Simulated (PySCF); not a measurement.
# Spinor energies of Eu²⁺ (europium, charge +2)

Start: [Xe] 4f7; 4f5/2 filled at m_j = -5/2, -3/2, -1/2, +1/2, +3/2, +5/2; 4f7/2 filled at m_j = +7/2. Calculated with PySCF 2.14 in x2c-SVPall-2c (7s10p9d3f1g, 112 functions): generalised Hartree-Fock with the X2C-1e Hamiltonian and a Gaussian nucleus; one run each with spin-orbit coupling (SO) switched off, then screened by Boettger's factors.

| spinor shell | electrons | ε, spin-free (eV) | ε, screened SO (eV) | weight of nominal j (screened SO) | rms radius, screened SO (bohr) |
| --- | --- | --- | --- | --- | --- |
| 1s1/2 | 2 | -48769.7 | -48761.2 | 1.000 | 0.0254 |
| 2s1/2 | 2 | -8137.1 | -8134.5 | 1.000 | 0.103 |
| 2p1/2 | 2 | -7246.0 | -7702.3 | 1.000 | 0.0881 |
| 2p3/2 | 4 | -7246.0 | -7049.4 | 1.000 | 0.0944 |
| 3s1/2 | 2 | -1849.2 | -1848.3 | 1.000 | 0.266 |
| 3p1/2 | 2 | -1566.0 | -1661.0 | 1.000 | 0.257 |
| 3p3/2 | 4 | -1566.0 | -1524.6 | 1.000 | 0.270 |
| 3d3/2 | 4 | -1186.2 | -1203.7 | 0.995 | 0.243 |
| 3d5/2 | 6 | -1186.2 | -1173.9 | 0.996 | 0.246 |
| 4s1/2 | 2 | -399.14 | -398.92 | 1.000 | 0.602 |
| 4p1/2 | 2 | -303.42 | -325.75 | 0.966 | 0.621 |
| 4p3/2 | 4 | -303.42 | -293.56 | 0.983 | 0.649 |
| 4d3/2 | 4 | -166.86 | -172.47 | 0.722 | 0.705 |
| 4d5/2 | 6 | -166.86 | -162.95 | 0.815 | 0.711 |
| 5s1/2 | 2 | -67.743 | -67.708 | 1.000 | 1.49 |
| 5p1/2 | 2 | -42.464 | -45.967 | 0.881 | 1.68 |
| 5p3/2 | 4 | -42.464 | -40.903 | 0.940 | 1.79 |
| 4f5/2 | 6 | -27.526 | -27.506 | 0.547 | 1.01 |
| 4f7/2 | 1 | -27.526 | -27.113 | 1.000 | 1.02 |

```
   quantity     spin-free   screened SO
E (hartree)  -10835.81601  -10842.38124
        M_J           7/2           7/2
       ⟨J²⟩        15.758        15.758
       ⟨L²⟩         0.000         0.098
       ⟨S²⟩        15.758        15.701
```

Each row is a mean over spinors that exchange with the open shell spreads, by up to 17.832 eV (4d5/2).

Rows whose weight is well below 1 are mixtures of j = l ± 1/2: exchange outweighs spin-orbit coupling there, and the label is only the starting occupation.

Breit and QED terms are absent; they matter most for the inner s and p1/2 levels.

Densities and radii are taken from the X2C orbitals without a picture-change correction, which distorts them close to the nucleus.

Without spin-orbit coupling the j labels of p, d and f shells carry no meaning; the spin-free column gives the mean over the occupied spinors of each nl shell.
